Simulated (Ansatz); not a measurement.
Born–Oppenheimer molecular dynamics of F$_{3}$H$_{3}$OSiTi (9 atoms, charge 0, multiplicity 1). It goes on from the last frame of an earlier run, with new velocities.

The calculation used RKS PBE/def2-SVP in Ansatz.

| Quantity | Value |
| --- | --- |
| ensemble | NVT, Langevin thermostat |
| time step | 0.5 fs |
| steps asked | 250 |
| set temperature | 200 K |
| friction | 0.005 /fs |
| temperature schedule | 62 steps to 200 K, then 188 steps to 10 K |
| seed | 158842 |

First frame:

```xyz
9
Properties=species:S:1:pos:R:3
Ti -0.049 0.034 -0.083
O -0.700 0.170 1.557
Si -1.394 -0.551 2.891
H -2.459 -1.340 2.152
H -0.434 -1.415 3.697
H -1.864 0.634 3.692
F 1.730 0.003 -0.087
F -0.559 1.397 -1.054
F -0.555 -1.397 -0.961
```

How far do the bonds stretch over the last three quarters of this one trajectory? (Pairs bonded in most of those frames.)


| bond | mean (Å) | spread (Å) | shortest | longest |
| --- | --- | --- | --- | --- |
| Ti1–O2 | 1.773 | 0.021 | 1.74 | 1.82 |
| Ti1–F7 | 1.762 | 0.033 | 1.70 | 1.81 |
| Ti1–F8 | 1.756 | 0.013 | 1.73 | 1.78 |
| Ti1–F9 | 1.754 | 0.018 | 1.73 | 1.78 |
| O2–Si3 | 1.694 | 0.021 | 1.64 | 1.73 |
| Si3–H4 | 1.506 | 0.028 | 1.46 | 1.55 |
| Si3–H5 | 1.507 | 0.026 | 1.46 | 1.55 |
| Si3–H6 | 1.504 | 0.026 | 1.46 | 1.55 |

Mean temperature of the second half: 164 K. The schedule's set-point averaged 73 K over the second half and the system 164 K, so it lags behind the ramp. A run of 0.12 ps of so small a system gives no equilibrium averages.

Run time: 2.2 min on 4 threads of AMD EPYC 9R45 96-Core Processor (Zen 5) (shared host), peak memory 0.2 GiB.
